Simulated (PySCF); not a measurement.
C2H6ClFSi2, SMILES F[SiH2]/C=C(/[SiH3])Cl.

The structure is a stationary point at B3LYP-D3(BJ)/def2-SVP. The structure was generated by enumeration; whether it is a known compound was not checked. The values are those of a single conformer.

Two levels are set side by side: TDA-PBE/def2-SVPD (PySCF) and TDA-B3LYP/def2-SVPD (PySCF). Vertical, same geometry. The lowest singlet is HOMO−1→LUMO 96 % with PBE and HOMO−1→LUMO 98 % with the other functional; states are paired by order. Differences are taken from unrounded values.

```json
[
 {"quantity": "lowest singlet excitation (eV)", "TDA-PBE": "5.26"},
 {"quantity": "lowest triplet excitation (TDA) (eV)", "TDA-PBE": "3.76"},
 {"quantity": "first bright state (f over 0.05) (eV)", "TDA-PBE": "5.67"},
 {"quantity": "its oscillator strength", "TDA-PBE": "0.21"}
]
```

Q: These are the TDA-PBE values. What does TDA-B3LYP give? (The exact figures need the calculation; the answer reports its results.)

A: 
| quantity | TDA-B3LYP | TDA-PBE minus TDA-B3LYP |
|---|---|---|
| lowest singlet excitation (eV) | 5.74 | -0.48 |
| lowest triplet excitation (TDA) (eV) | 3.79 | -0.03 |
| first bright state (f over 0.05) (eV) | 6.07 | -0.40 |
| its oscillator strength | 0.30 | -0.09 |

A lower first singlet is the usual sign of a functional without exact exchange. Differences between two approximate levels are no errors against the true value.

Rough cost on one machine, each run with all the roots and properties that it gave: TDA-B3LYP against TDA-PBE about 2 times.
